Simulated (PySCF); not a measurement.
**Fine-structure interval of In⁴⁺ by level of theory**

In⁴⁺ [Kr] 4d9 [4d3/2^4 4d5/2^5, M_J = 5/2] → In⁴⁺ [Kr] 4d9 [4d3/2^3 4d5/2^6, M_J = 3/2], as a difference of total energies. Calculation: PySCF 2.14, in x2c-TZVPPall-2c (8s9p5d2f, 74 functions); the two-component X2C-1e Hamiltonian. Correlated levels: [Ar] 3d10 frozen; the 6 highest virtual spinors dropped. "Screened" scales the spin-orbit matrix elements by Boettger's factors to mimic the two-electron term; Breit and QED terms are absent.

```tsv
method	fine-structure interval (cm⁻¹)
GHF (screened spin-orbit)	7341.4
GMP2 (screened spin-orbit)	7542.0
GHF (bare spin-orbit)	9291.2
```
